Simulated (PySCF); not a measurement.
# Electronic structure of Li (lithium, neutral) at the UHF level

Configuration: [He] 2s1, 2S determinant. All numbers are calculated (PySCF 2.14, the non-relativistic Hamiltonian (point nucleus), in dyall-av2z (11s7p, 32 functions)).

```
Total energy                                     : -7.432646 hartree
One-electron energy                              : -9.7135 hartree
Hartree (Coulomb) energy                         : 4.0621 hartree
Exchange energy                                  : -1.7812 hartree
Kinetic energy                                   : 7.43254 hartree
⟨S²⟩                                             : 0.7500
⟨L²⟩                                             : 0.000
Sum of ⟨r⟩                                       : 5.021 bohr
Sum of ⟨r²⟩                                      : 18.65 bohr²
Density at the nucleus (Gaussians lack the cusp) : 13.4 bohr⁻³
Spin density at the nucleus                      : 0.218 bohr⁻³
Langevin diamagnetic susceptibility              : -14.8 ×10⁻⁶ cm³/mol
```

```tsv
shell	electrons	mean orbital energy (hartree)	rms radius, mean of both spins (bohr)
1s α	1	-2.48669	0.668
1s β	1	-2.46872	0.668
2s α	1	-0.19636	4.21
```
